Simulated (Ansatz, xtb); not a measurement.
System: C3HO, charge 0, multiplicity 2. It need not be the lowest isomer of its formula. SMILES: C(=O)C#[C]
Coordinates optimised at B3LYP-D3(BJ)/def2-TZVP (Ansatz, an electronic-structure program):
```
C
O 1 1.2068
H 1 1.1007 2 122.88
C 1 1.4436 3 116.72 2 180.00
C 4 1.2367 1 163.60 3 0.00
```
Charge 0, spin multiplicity 2.

Harmonic wavenumbers from GFN2-xTB (xtb, at its own minimum), cm⁻¹: 206, 262, 506, 839, 914, 1269, 1783, 2181, 2732.

Q: Give the harmonic wavenumbers at B3LYP-D3(BJ)/def2-TZVP (Ansatz, finite differences of forces, unscaled).

A: 212, 221, 508, 886, 978, 1384, 1499, 1762, 2987 cm⁻¹. Zero-point energy 14.9 kcal/mol.

Q: From these and the geometry, give the ideal-gas thermochemistry at 298.15 K and 1 atm (rigid rotor, harmonic oscillator).

A: Point group Cs, rotational symmetry number 1. Rotational constants 75.85, 5.222, 4.886 GHz. S(trans) 37.83, S(rot) 22.63, S(vib) 4.89, S(elec, spin only) 1.38, S 66.7 cal/(mol K). H(298) - H(0) 3.25 kcal/mol; G - E(el) -1.7 kcal/mol.
